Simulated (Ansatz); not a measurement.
CH₆BNOSn, relaxed with RKS PBE-D4/def2-SVP in Ansatz 0.2.0 from a rough embedded geometry. The force threshold is 0.03 eV/Å; the program also tests the step.

Total charge 0; spin multiplicity 1. Sn: def2 effective core potential. The bonds changed during the relaxation, so this is another structure than the one it started from.

Start:

```xyz
11

B    -0.319   -0.070    2.247
Sn   -0.795    0.780    0.332
N    -0.986   -0.638   -1.209
C     0.373   -0.314   -1.148
O     0.803    0.522   -2.153
H    -0.721   -1.179    2.570
H     0.709    0.219    2.797
H    -0.467    2.429   -0.081
H    -1.185   -1.598   -0.768
H     1.010   -1.122   -0.779
H     1.579    0.972   -1.809
```

(1) How much energy does the relaxation release, and in how many steps? (Best estimate.)

(2) Which bonds change most? (Best estimate.)

(3) Give the relaxed structure. (Estimate.)

Answers

(1) Ansatz gave: 43.66 kcal/mol, in 19 steps.

(2) The calculation gave: Sn2–N3 from 2.103 to 2.369 Å; B1–Sn2 from 2.149 to 2.266 Å; N3–C4 from 1.399 to 1.285 Å; Sn2–H8 from 1.731 to 1.787 Å.

(3) The calculation gave: 
```xyz
11

B    -0.171    0.222    2.318
Sn   -1.654    0.917    0.752
N    -0.767   -0.604   -0.833
C     0.328   -0.585   -1.503
O     1.217    0.392   -1.318
H     0.427   -0.845    2.273
H    -0.062    0.851    3.362
H    -0.537    2.180    0.158
H    -1.359   -1.411   -1.060
H     0.591   -1.364   -2.253
H     1.988    0.247   -1.898
```
